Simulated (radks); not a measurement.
Coulomb parameter of the 4d shell of the rhodium ion Rh2+ in the model configuration [Kr] 4d6 5s1, as a second difference U = [E(n + 0.25) + E(n - 0.25) - 2 E(n)] / (0.25)^2 with all orbitals relaxed. "Bare": the charge of the atom changes with n. "Screened": the 5s shell takes up the change at fixed total charge, which measures U(4d,4d) + U(5s,5s) - 2 U(4d,5s). All-electron calculation, scalar-relativistic Kohn-Sham, PBEsol, spin-unpolarised, spherical densities, finite nucleus; Fermi nuclear charge, rms radius 4.4945 fm. Program: a radial shooting solver on a logarithmic mesh with Libxc functionals.

| case | configuration | E - E(n) (eV) |
|---|---|---|
| start | [Kr] 4d6 5s1 | 0.000 |
| bare +0.25 | [Kr] 4d6.25 5s1 | -6.929 |
| bare -0.25 | [Kr] 4d5.75 5s1 | 7.771 |
| screened +0.25 | [Kr] 4d6.25 5s0.75 | -1.950 |
| screened -0.25 | [Kr] 4d5.75 5s1.25 | 2.075 |

U(bare) = 13.467 eV, U(screened by 5s) = 2.001 eV, against the Slater integral F0(4d,4d) = 17.672 eV with frozen orbitals.
